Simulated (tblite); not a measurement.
Species: C5H11PS.
Cartesian coordinates in Å at the GFN2-xTB level; atoms count from 1:
```
atom  x, y, z in Å
C1     2.039    0.107    0.779
C2     1.604   -1.061   -0.095
P3     0.328   -0.498   -1.303
S4     0.836    0.970   -2.447
C5    -1.193   -0.267   -0.326
C6    -2.336    0.427   -1.013
C7    -1.564    1.141    0.040
H8     2.860   -0.183    1.431
H9     1.211    0.457    1.393
H10    2.370    0.933    0.150
H11    1.199   -1.883    0.500
H12    2.449   -1.438   -0.680
H13    0.044   -1.705   -1.963
H14   -1.415   -1.065    0.373
H15   -2.186    0.739   -2.038
H16   -3.338    0.091   -0.795
H17   -2.022    1.314    1.002
H18   -0.896    1.928   -0.284
```

All values are computed: GFN2-xTB (tblite) harmonic vibrations without scaling, gas phase. This tight-binding method is rough: wavenumbers can miss measured ones by several per cent, in bad cases by 10 to 20. Modes of hydrogen on phosphorus can be 10 to 20 % off. One conformer, not necessarily the lowest.

Harmonic wavenumbers (cm⁻¹): 41.7, 69.2, 131.4, 151.2, 169.5, 216.4, 257.7, 328.3, 398.2, 588.0, 682.4, 729.1, 757.4, 801.3, 809.9, 854.1, 869.9, 960.0, 965.7, 986.6, 1005.1, 1024.0, 1064.0, 1072.2, 1076.2, 1085.2, 1149.7, 1201.6, 1209.1, 1240.9, 1320.7, 1405.0, 1420.9, 1427.6, 1471.1, 1487.8, 1491.4, 2175.2, 2938.2, 2951.6, 3015.4, 3018.6, 3022.3, 3032.7, 3067.1, 3070.8, 3087.6, 3100.7.

A = 2144, B = 1519, C = 1143 MHz; mass 134.032 u (most abundant isotopes); point group C1, symmetry number 1.

Q: What is the zero-point energy?

A: Half the sum of the wavenumbers: 32200 cm⁻¹ = 385.20 kJ/mol.

Q: Entropy at 298.15 K, 1 bar (ideal gas, RRHO, classical rotation)?

A: Translation 169.94, rotation 120.70, vibration 110.36: S = 401.0 J/(mol K).

Q: And Cp and H(298.15 K) − H(0)?

A: Cp = 145.36 J/(mol K), of which vibrations give 112.10 (their classical limit is 48 R = 399.1); H(298.15 K) − H(0) = 26.88 kJ/mol without the zero-point energy, 16.96 from vibrations.

Q: Which modes carry the vibrational entropy at 298.15 K?

A: 41.7 cm⁻¹: 21.66; 69.2 cm⁻¹: 17.47; 131.4 cm⁻¹: 12.24; 151.2 cm⁻¹: 11.12; 169.5 cm⁻¹: 10.21; 216.4 cm⁻¹: 8.32 J/(mol K); the other 42 give 29.34 together.

Q: How do the functions run with temperature in this model?

A: 
| T (K) | S (J/(mol K)) | Cp (J/(mol K)) | H − H(0) (kJ/mol) | G − H(0) (kJ/mol) | ln q(vib) |
| --- | --- | --- | --- | --- | --- |
| 150 | 322.8 | 91.4 | 9.57 | -38.86 | 2.95 |
| 250 | 377.2 | 125.9 | 20.35 | -73.94 | 5.32 |
| 400 | 449.5 | 186.0 | 43.78 | -136.01 | 8.76 |
| 600 | 537.6 | 248.6 | 87.65 | -234.89 | 13.33 |
| 900 | 650.6 | 308.0 | 171.91 | -413.66 | 19.90 |

q(vib) and H(0) count from the zero-point level.

Hindered rotation and anharmonicity are outside this model. Other conformers, if any are populated, would add a mixing term that is left out. The structure is chiral; the term R ln 2 for an equal mix with its mirror image is left out.

The run took 0.66 s wall on an Arm Neoverse V1 with one thread, no GPU (shared host). This covers the Hessian and the dipole derivatives.
